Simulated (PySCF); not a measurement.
Method: PySCF with PBE-D3(BJ)/def2-TZVP. All species are isolated molecules in the gas phase. One relaxed conformer stands for a flexible species; it need not be the lowest. 

Reference species (SMILES): `C1(=C)OB1` (neutral, multiplicity 1).

```yaml
HOMO: -6.29 eV
```

Changed species: `B(C=C)=O`.

Q: Give the shifts of the HOMO.

A: the HOMO decreases by 1.24 eV, to -7.53 eV.
